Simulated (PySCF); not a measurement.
PySCF 2.14 output of an unrestricted LDA calculation on a single atom or ion in x2c-QZVPPall with one added diffuse shell each of s, p, d, f type (10s7p5d3f1g, 86 functions), with the spin-free X2C one-electron Hamiltonian (Gaussian nucleus):

```
SCF conv_tol = 1e-09
number electrons alpha = 9  beta = 8
    P. A. M. Dirac.,  Math. Proc. Cambridge Philos. Soc. 26, 376 (1930)
    F. Bloch.,  Z. Phys. 57, 545 (1929)
    S. H. Vosko, L. Wilk, and M. Nusair.,  Can. J. Phys. 58, 1200 (1980)
cycle= 1 E= -526.635089098532  delta_E= -0.0199  |g|= 0.0495  |ddm|= 0.133
cycle= 2 E= -526.635423690157  delta_E= -0.000335  |g|= 0.0241  |ddm|= 0.0458
cycle= 3 E= -526.635614003716  delta_E= -0.00019  |g|= 0.009  |ddm|= 0.019
cycle= 4 E= -526.635627165262  delta_E= -1.32e-05  |g|= 0.000206  |ddm|= 0.00371
cycle= 5 E= -526.63562718516  delta_E= -1.99e-08  |g|= 1.08e-05  |ddm|= 0.000219
cycle= 6 E= -526.63562718524  delta_E= -8.04e-11  |g|= 9.57e-08  |ddm|= 1.63e-05
converged SCF energy = -526.63562718524  <S^2> = 0.75099599  2S+1 = 2.0009957
```

The run itself started from symmetry-adapted Hartree-Fock orbitals and held the occupation by maximum overlap, on a logarithmic radial grid, so the iterations belong to that start.

Problem. Which element, charge and spin multiplicity is this?

Solution. Ar⁺ (argon, charge +1), multiplicity 2; the state was [Ne] 3s1 3p6, 2S determinant (an excited configuration).
